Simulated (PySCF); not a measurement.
C₆ coefficients of unlike pairs at UHF

Calculated with PySCF 2.14 from the dipole response of each species, C₆(A,B) = (3/π) ∫ α_A(iu) α_B(iu) du, in atomic units, from isotropic polarisabilities. For ions this is the dispersion term alone; charge-induced terms of lower order in 1/R come first.

| species | configuration | basis | relativity | α (bohr³) | C₆ (like pair) |
| --- | --- | --- | --- | --- | --- |
| Cu | [Ar] 3d10 4s1 (2S) | aug-cc-pwCVTZ-PP with ECP10MDF (8s8p7d4f3g) | core potential | 71.47 | 494.6 |
| Al⁺ | [Ne] 3s2 (1S) | aug-cc-pwCVDZ (6s5p3d) | none | 26.39 | 140.3 |
| Fe²⁺ | [Ar] 3d6 (5D) | aug-cc-pVQZ-DK (9s8p6d4f3g2h) | spin-free X2C | 3.174 | 9.056 |
| Bi²⁺ | [Xe] 4f14 5d10 6s2 6p1 (2P) | aug-cc-pVQZ-DK3 (10s9p7d4f2g) | spin-free X2C | 16.94 | 124.2 |

(1) Estimate C₆ for Bi²⁺ with Cu.

No spin-orbit coupling is included.

The other pairs:

```json
{"pair": "Fe²⁺, Cu", "C₆": "44.63"}
{"pair": "Al⁺, Cu", "C₆": "251.0"}
{"pair": "Bi²⁺, Al⁺", "C₆": "121.7"}
{"pair": "Bi²⁺, Fe²⁺", "C₆": "31.77"}
{"pair": "Fe²⁺, Al⁺", "C₆": "27.35"}
```

Results:

(1) The integral gives 203.3. The combination rule 2 C_A C_B / (C_A α_B/α_A + C_B α_A/α_B) gives 191.6 and the geometric mean 247.8.
